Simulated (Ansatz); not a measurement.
Compare A (`F/C=C1/C[SiH2]1`) with its isomer B (`C=C1C[SiH]1F`).

Program: Ansatz. Geometries: PBE0-D4/def2-TZVP. ΔE: electronic, gas phase. CCSD(T)/CBS adds triple-zeta CCSD(T) − MP2 to the extrapolated MP2 energy (def2 sets, frozen cores). DFT in def2-TZVPP. B3LYP here is the variant with VWN-RPA as its local correlation; programs differ in this.

A:

Z-matrix (Å, degrees):
```
C
Si 1 1.866
C 1 1.509 2 63.6
H 1 1.088 2 119.2 3 107.5
H 1 1.088 2 119.2 3 -107.5
H 2 1.478 1 119.5 3 104.9
H 2 1.478 1 119.5 3 -104.9
C 3 1.312 1 135.5 2 179.9
F 8 1.338 3 122.4 1 -179.9
H 8 1.087 3 126.1 1 0.0
```

B:

Z-matrix (Å, degrees):
```
C
C 1 1.536
Si 1 1.839 2 63.6
H 1 1.090 2 114.9 3 112.4
H 1 1.090 2 117.2 3 -112.9
C 2 1.320 1 135.1 3 -180.0
F 3 1.594 1 120.3 2 107.3
H 3 1.474 1 122.8 2 -108.1
H 6 1.085 2 121.3 1 178.4
H 6 1.088 2 121.9 1 -1.2
```

(1) Which isomer does CCSD(T)/CBS put lower? Give the gap. (Estimate.)

(2) Give E(B) − E(A) in kJ/mol with B3LYP, PBE-D4, PBE0-D4, B3LYP-D4, B2PLYP, CCSD/def2-TZVPP, MP2/def2-TZVPP. (Estimate.)

Largest T1 diagnostic: 0.013.

Answers

(1) Ansatz gave: B, by 196.2 kJ/mol.

(2) Ansatz gave: B3LYP -184.5, PBE-D4 -170.6, PBE0-D4 -178.2, B3LYP-D4 -185.2, B2PLYP -190.7, CCSD/def2-TZVPP -193.6, MP2/def2-TZVPP -198.6. None reverses the order clearly.

From PBE to PBE0 (25 % exact exchange), in def2-TZVPP and without D4, E(B) − E(A) moves by −7.7 kJ/mol.
